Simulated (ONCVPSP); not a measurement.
## Cutoff test, H (Z = 1), ONCV

ONCVPSP 4.0.1 input, shortened (lines: element, Z, core and valence counts, functional; n l f; lmax; l rc ep ncon nbas qcut; lloc lpopt rc5 dvloc0; l nproj debl; icmod fcfact rcfact), PBE, scalar-relativistic:

```
  H 1.00    0    1        4      upf
    1    0    0.75
    0
    0    1.05    0.00    5    8    5.90
    4    3    0.95    1.00
    0    2    3.60
    0    0.00    0.00
```

For each optimised wave give the share of its norm inside rc, the residual kinetic energy above qcut (Ha) and the cutoffs (Ha) for errors of 10, 1, 0.1 and 0.01 mHa per electron.

```json
{"wave": "1s", "norm inside rc": "0.353", "residual KE": "1.4e-03", "10 mHa": "9.3", "1 mHa": "19.0", "0.1 mHa": "106.6", "0.01 mHa": "141.1"}
{"wave": "s projector 2", "norm inside rc": "0.088", "residual KE": "4.1e-03", "10 mHa": "12.6", "1 mHa": "23.4", "0.1 mHa": "55.0", "0.01 mHa": "123.3"}
```

The occupied waves need 19 Ha and 107 Ha for 1 and 0.1 mHa.
